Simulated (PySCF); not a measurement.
Te(OH)(GeH3) (GeH4OTe), SMILES O[Te][GeH3].

The structure is a stationary point at PBE0-D3(BJ)/def2-SVP. The structure was generated by enumeration, and PubChem lists no compound with its InChIKey, so it may never have been made. The def2 effective core potentials stand for the cores of Te; spin–orbit coupling is left out. The values are those of a single conformer.

Method: TDA-LC-ωPBE/def2-SVPD in PySCF.

Vertical excitations. The molecule is in vacuum.

```csv
state,energy (eV),λ (nm),f,main pairs
S1,3.04,408,0.003,HOMO→LUMO 93 %
S2,4.64,267,0.005,HOMO−1→LUMO 90 %
S3,4.96,250,0.005,HOMO→LUMO+1 82 %
S4,6.21,200,0.103,HOMO→LUMO+2 85 %
S5,6.70,185,0.171,"HOMO−1→LUMO+1 45 %, HOMO→LUMO+6 32 %"
S6,6.83,181,0.042,"HOMO−2→LUMO 39 %, HOMO−4→LUMO 24 %, HOMO−1→LUMO+1 12 %"
S7,7.08,175,0.052,HOMO→LUMO+3 76 %
S8,7.14,174,0.034,"HOMO→LUMO+4 59 %, HOMO→LUMO+5 9 %"
S9,7.36,168,0.030,"HOMO→LUMO+5 52 %, HOMO→LUMO+4 20 %, HOMO→LUMO+7 13 %"
S10,7.53,165,0.138,"HOMO−1→LUMO+2 36 %, HOMO→LUMO+7 17 %, HOMO→LUMO+6 12 %, HOMO→LUMO+5 7 %"
T1,2.22,559,0,HOMO→LUMO 90 %
T2,3.86,321,0,HOMO−1→LUMO 90 %
T3,4.27,290,0,HOMO→LUMO+1 76 %
T4,5.37,231,0,HOMO−1→LUMO+1 65 %
```
Triplets are in the Tamm–Dancoff approximation.
